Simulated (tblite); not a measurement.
`C[C@]1(CCF)CN[SiH2]N1`. Structure optimised with GFN2-xTB, isolated species.

```
atom  x, y, z in Å
C1    -0.3770   -1.8104   -1.1500
C2    -0.1417   -0.5617   -0.2910
C3    -1.4553   -0.2384    0.4576
C4    -1.4501    1.0849    1.2100
F5    -1.8477    2.1183    0.3908
C6     0.3246    0.6140   -1.1720
N7     1.3024    1.3701   -0.4211
Si8    2.1372    0.4121    0.7318
N9     0.9379   -0.8049    0.6372
H10   -0.7549   -2.6269   -0.5378
H11   -1.0978   -1.6018   -1.9366
H12    0.5597   -2.1245   -1.6032
H13   -2.2806   -0.2252   -0.2568
H14   -1.6422   -1.0406    1.1749
H15   -2.1664    1.0720    2.0390
H16   -0.4509    1.3364    1.5735
H17   -0.5179    1.2570   -1.4407
H18    0.7554    0.2169   -2.1020
H19    1.7162    2.1235   -0.9423
H20    3.4447   -0.1444    0.3581
H21    2.2099    1.1507    1.9966
H22    0.7841   -1.5576    1.2831
```

What is the longest distance between nuclei?

H15···H20, 5.98 Å; the next longest distance is 5.83 Å.

Give the dihedral angles C2–C3–C4–H15, C3–C2–N9–H22, C6–N7–Si8–N9.

C2–C3–C4–H15 -155° (antiperiplanar); C3–C2–N9–H22 59° (synclinal); C6–N7–Si8–N9 -17° (synperiplanar). Dihedral signs follow IUPAC: positive where, seen along the central bond, the front bond turns clockwise onto the rear one.

How far apart are these pairs, which share no bond: C3···H21, F5···H14, C6···H21, H17···H21?

C3···H21 4.211 Å (4 bonds apart); F5···H14 3.261 Å (3 bonds apart); C6···H21 3.726 Å (3 bonds apart); H17···H21 4.389 Å (4 bonds apart).

What are the angles H15–C4–H16, C2–C6–H17, C2–C6–N7, Si8–N9–H22, C2–N9–Si8?

From the scalar product of the two bond vectors; for H15–C4–H16 it is -0.4176 Å² over 1.0957 × 1.0926 Å², cos θ = -0.3489. H15–C4–H16 110.4°; C2–C6–H17 110.9°; C2–C6–N7 107.9°; Si8–N9–H22 127.2°; C2–N9–Si8 116.1°.

Where is the centre of mass (commonest isotopes), and what is the radius of gyration?

Mass 148.083 u; centre at (0.131, 0.314, 0.130) Å; Rg = √(Σ m r²/M) = 2.051 Å. As Ia + Ib + Ic = 2 Σ m r², the three principal moments sum to 1245.5 u·Å².

Its GFN2-xTB frequencies are all real (lowest 50 cm⁻¹). One conformer, not necessarily the lowest. 3 starts were optimised and ended at 0.00, 0.09 and 0.35 kcal/mol (GFN2-xTB); the lowest of these is shown.

The numbers are calculated, not measured.
